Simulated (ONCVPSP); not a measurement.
# Which setting gave this result? (titanium, ONCV)

Base potential:

titanium, optimised norm-conserving Vanderbilt (ONCV), made with ONCVPSP 4.0.1 (PBE, scalar-relativistic). Core [Ne], reference 3s2 3p6 3d2 4s2. Waves: 3s+4s: rc 1.90 bohr, ncon 4, nbas 9, qcut 7.9 1/bohr, 2 projectors; 3p: rc 1.35 bohr, ncon 4, nbas 7, qcut 10.4 1/bohr, 2 projectors, debl 3.5 Ha; 3d: rc 1.40 bohr, ncon 4, nbas 9, qcut 12.4 1/bohr, 2 projectors, debl 2.9 Ha. Local part: polynomial inside 1.30 bohr (lpopt 1, dvloc0 0 Ha). Core correction: none.

Cutoffs, loose and tight: the cutoffs (Ha) at which the residual kinetic energy of the hardest occupied pseudo-wave falls to 1 and 0.1 mHa per electron. They do not see the model core or the augmentation charge, which bear on the density cutoff. Test errors are all-electron minus pseudo excitation energies from the reference, over the configurations 3s2 3p6 3d2 4s1; 3s2 3p6 3d2 4s0; 3s2 3p6 3d1 4s0; 3s2 3p6 3d3 4s1; variants that change the core or the reference have their own tests.

Only the scale of all radii (base = 1) is moved:

```tsv
scale of all radii (base = 1)	cutoff, loose	cutoff, tight	bound ghosts	largest test error (meV)
0.77	60 Ha	70 Ha	none	+2.2
0.86	56 Ha	65 Ha	none	+3.0
0.92	53 Ha	62 Ha	none	+4.4
1	49 Ha	57 Ha	none	+7.3
1.06	47 Ha	55 Ha	none	+9.9
1.18	42 Ha	50 Ha	none	+18
1.25	38 Ha	45 Ha	none	+23
1.33	34 Ha	40 Ha	none	+31
```

Problem. One more run gave cutoff, loose: 45 Ha; cutoff, tight: 52 Ha; bound ghosts: none; largest test error (meV): +15. Which value of the scale of all radii (base = 1) was used?

Solution. 1.13. The loose cutoff moves one way along this sweep, from 60 Ha at 0.77 to 34 Ha at 1.33, which places the run between 1.06 and 1.18.
